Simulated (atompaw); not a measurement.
# Pseudopotential generation for Cd (Z = 48): PAW (atompaw), PBEsol, scalar-relativistic.

atompaw 4.2.0.5 was run on this input:

```
Cd 48
GGA-PBESOL scalarrelativistic loggrid 1500 logderivrange -3 5 201
5 5 4 0 0 0
5 1 0
0 0 0
c
c
c
c
v
c
c
c
v
c
v
2
3.00 2.55 2.80 1.85
y
0.55
n
y
0.7
n
y
0.2
n
custom rrkj gramschmidtortho besselshape
bessel
3.00
2.55
3.00
3.00
1.30
3.00
PWSCFOUT
UPFDX 0.0125d0 UPFXMIN -7.d0 UPFZMESH 48.d0
END
```

Command:

```bash
atompaw < Cd.input > Cd.log
```

Resulting log (summary file):

```
Completed calculations for Cd (AE)

 Exchange-correlation type: GGA, Perdew-Burke-Ernzerhof modified (PBEsol)

 Radial integration grid is logarithmic
 r0 =   1.8068677E-04 h =   8.6729650E-03   n =      1500 rmax =   8.0000000E+01

 Scalar relativistic calculation

 AEatom converged in  31 iterations
   nz     =  48.00
   delta  =       9.502657432532E-17

 All Electron Orbital energies:
  n  l      occupancy      energy
  1  0      2.0000000E+00 -1.9485421E+03
  2  0      2.0000000E+00 -2.8930240E+02
  3  0      2.0000000E+00 -5.3901916E+01
  4  0      2.0000000E+00 -7.7767851E+00
  5  0      2.0000000E+00 -4.1896131E-01
  2  1      6.0000000E+00 -2.5963429E+02
  3  1      6.0000000E+00 -4.4171466E+01
  4  1      6.0000000E+00 -4.9165739E+00
  5  1      0.0000000E+00 -8.4010156E-02
  3  2      1.0000000E+01 -2.8932291E+01
  4  2      1.0000000E+01 -8.6211480E-01

 Total energy
   Total                    :   -11184.10171007193094

 ---
 Completed calculations for Cd (SC)

 Exchange-correlation type: GGA, Perdew-Burke-Ernzerhof modified (PBEsol)

 Radial integration grid is logarithmic
 r0 =   1.8068677E-04 h =   8.6729650E-03   n =      1500 rmax =   8.0000000E+01

 Scalar relativistic calculation

 SCatom converged in   4 iterations
   nz     =  48.00
   delta  =       2.919082252490E-17

 Valence Electron Orbital energies:
  n  l      occupancy      energy
   5  0      2.0000000E+00 -4.1896131E-01
   5  1      0.0000000E+00 -8.4010156E-02
   4  2      1.0000000E+01 -8.6211481E-01

 Total energy
   Total                    :   -11184.10171007320059
   Valence                  :     -376.57857958945482

 PAW parameters:
       lmax =            2
         rc =    3.0149649684068973
        irc =         1122
   rc_shape =    2.5568886310610623
    rc_vloc =    2.8128555730799834
    rc_core =    1.8549629059671806
   Vloc: truncated form - Vps(r)=A.sin(qr)/r for r<rc
   Projector type: RRKJ pseudization + Gram-Schmidt ortho.
   Bessel compensation charge shape zeroed at   2.5569E+00

 Number of basis functions     6
 No.   n  nodes  l      Energy         Cp coeff         Occ
  1    5    4    0   -0.4189613E+00  0.1000000E+01  0.2000000E+01
  2  999    5    0    0.5500000E+00  0.9443954E-01  0.0000000E+00
  3    5    3    1   -0.8401016E-01  0.1000000E+01  0.0000000E+00
  4  999    4    1    0.7000000E+00  0.1026929E+00  0.0000000E+00
  5    4    1    2   -0.8621148E+00  0.1000000E+01  0.1000000E+02
  6  999    2    2    0.2000000E+00  0.9568957E+00  0.0000000E+00

 Eigenvalues of overlap operator (in the basis of projectors):
    1        5.85948878E-04
    2        5.05816253E-01
    3        6.16934581E-01
    4        8.17653256E-01
    5        3.76617460E+00
    6        1.01229866E+02

 Orbital leakage outside PAW augmentation regions
   orb  is_core?  %out_of_sphere
   1 0    T           0.00
   2 0    T          -0.00
   3 0    T           0.00
   4 0    T           0.00
   5 0    F          38.64
   2 1    T           0.00
   3 1    T          -0.00
   4 1    T           0.01
   5 1    F          75.27
   3 2    T           0.00
   4 2    F           1.63

 Summary of PAW energies
   Total valence energy     :   -376.57858128071206
   Smooth energy            :     82.73137143978300
   One center               :   -459.30995272049506
   Smooth kinetic           :     72.87892843571423
   Vloc energy              :     23.26891443205823
   Smooth exch-corr         :    -16.53393269849634
   One-center xc            :   -286.79900340046402
```

The run took about 3.1 s on one core of a shared server CPU.
